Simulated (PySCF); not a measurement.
## C₆ coefficients of unlike pairs at BHandHLYP

Calculated with PySCF 2.14 from the dipole response of each species, C₆(A,B) = (3/π) ∫ α_A(iu) α_B(iu) du, in atomic units, from isotropic polarisabilities. For ions this is the dispersion term alone; charge-induced terms of lower order in 1/R come first.

```
species      configuration                                                                      basis     relativity  α (bohr³)  C₆ (like pair)
     B⁺      [He] 2s2 (1S)                                                   aug-cc-pwCVTZ (7s6p4d2f)           none      11.00           30.00
      F  [He] 2s2 2p5 (2P)  x2c-TZVPPall with one added diffuse shell each of s, p, d type (6s4p3d1f)  spin-free X2C      3.494           9.327
      O  [He] 2s2 2p4 (3P)                                                     dyall-av3z (15s9p3d2f)  spin-free X2C      4.851           14.41
```

Task: Estimate C₆ for O with B⁺.

Result: The integral gives 18.85. The combination rule 2 C_A C_B / (C_A α_B/α_A + C_B α_A/α_B) gives 18.83 and the geometric mean 20.79.

No spin-orbit coupling is included.

The other pairs:

| pair | C₆ |
| --- | --- |
| F, B⁺ | 14.47 |
| O, F | 11.53 |
